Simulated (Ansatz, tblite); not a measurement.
Forces on B₃As₃H₁₂, a cluster cut from wurtzite BAs (hydrogen-capped) at its B3LYP-D4/def2-SVP geometry. Charge 0, multiplicity 1.

The xTB rows come from tblite.

GFN1-xTB (tblite), largest force 0.71 eV/Å:

```xyz
18
positions Å, forces eV/Å
As    1.861   -0.508   -0.006    0.084    0.217   -0.105
B     0.638   -1.367   -1.434   -0.051    0.348    0.172
As   -0.996   -0.121   -1.648    0.093    0.216   -0.100
B     1.036    0.053    1.804   -0.116    0.117   -0.355
As   -0.625    1.203    1.373    0.092    0.211   -0.110
B    -2.027    0.470    0.043    0.382    0.049   -0.069
H     3.019   -1.442    0.261   -0.400    0.477   -0.160
H     2.630    0.651   -0.608   -0.245   -0.594    0.291
H     1.225   -1.494   -2.485   -0.106   -0.168    0.145
H     0.214   -2.389   -0.936    0.142    0.006   -0.246
H    -0.621    1.092   -2.477   -0.249   -0.593    0.289
H    -1.971   -0.765   -2.606    0.426    0.366    0.314
H     1.834    0.677    2.467   -0.118   -0.210    0.048
H     0.612   -0.968    2.306    0.188    0.170    0.128
H    -0.198    2.598    0.961   -0.248   -0.592    0.292
H    -1.323    1.546    2.668    0.319   -0.017   -0.558
H    -2.457   -0.550    0.543   -0.165    0.218   -0.075
H    -2.851    1.315   -0.226   -0.026   -0.223    0.101
```

GFN2-xTB (tblite), largest force 0.58 eV/Å:

```
As -0.576 -0.008 0.074
B 0.063 -0.023 -0.116
As 0.213 -0.115 0.528
B 0.087 0.063 0.079
As 0.111 -0.481 -0.307
B -0.097 0.088 -0.027
H 0.099 0.296 -0.142
H 0.179 -0.263 0.093
H -0.210 -0.081 0.346
H 0.164 0.205 -0.237
H -0.219 -0.209 -0.135
H 0.133 0.291 -0.123
H -0.268 -0.288 -0.126
H 0.190 0.297 -0.027
H -0.167 -0.025 0.285
H 0.128 0.276 -0.158
H -0.008 0.324 -0.141
H 0.179 -0.348 0.131
```

CAM-B3LYP-D4/def2-TZVP (Ansatz), largest force 0.37 eV/Å:

```
As 0.133 0.005 -0.018
B 0.007 -0.144 -0.046
As -0.047 0.030 -0.122
B 0.029 -0.066 0.133
As -0.024 0.113 0.068
B -0.141 -0.043 0.036
H -0.182 0.135 -0.037
H -0.120 -0.165 0.087
H -0.179 0.039 0.322
H 0.131 0.292 -0.159
H -0.050 -0.175 0.128
H 0.146 0.090 0.152
H -0.244 -0.191 -0.203
H 0.134 0.303 -0.135
H -0.059 -0.208 0.053
H 0.104 -0.062 -0.195
H 0.112 0.306 -0.148
H 0.252 -0.258 0.082
```
